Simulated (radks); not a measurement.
Values are calculated unless marked as measured or tabulated.
Rh3+, configuration [Kr] 4d3.5 5p2.5 (fractional occupations, a model configuration).

Level of theory: scalar-relativistic Kohn-Sham, PBE, spin-unpolarised, spherical densities, finite nucleus; Fermi nuclear charge, rms radius 4.4945 fm (a radial shooting solver on a logarithmic mesh with Libxc functionals).

Energy parts (hartree):
part                        energy
total                  -4779.94986
kinetic                 4950.55246
electron-nucleus      -11457.55395
Hartree                 1863.51462
exchange-correlation    -136.46299

Orbitals (lengths in bohr, moments of r in powers of bohr; <r^-3> diverges for s and p1/2):
\begin{tabular}{lrrrrr}
orbital & occ. & eigenvalue (hartree) & <1/r> & <r^2> & <r^-3> \\ \hline
1s & 2 & -848.6390 & 47.05 & 0.001438 & - \\
2s & 2 & -124.7961 & 10.65 & 0.02374 & - \\
2p & 6 & -112.0544 & 10.32 & 0.01869 & 3244 \\
3s & 2 & -23.95614 & 3.712 & 0.1745 & - \\
3p & 6 & -19.76751 & 3.536 & 0.1770 & 565.4 \\
3d & 10 & -13.07564 & 3.310 & 0.1635 & 76.68 \\
4s & 2 & -4.93404 & 1.434 & 1.036 & - \\
4p & 6 & -3.71377 & 1.302 & 1.225 & 96.60 \\
4d & 3.5 & -1.92166 & 1.041 & 1.868 & 9.209 \\
5p & 2.5 & -1.01981 & 0.4968 & 7.627 & 15.61 \\
\end{tabular}

The highest occupied level is 5p at -27.750 eV. The density falls to 0.001 e/bohr^3 at r = 4.15 bohr. Summed over all electrons, <r^2> = 38.24 bohr^2, which gives a Langevin (diamagnetic) susceptibility term of -30.3 x 10^-6 cm^3/mol.
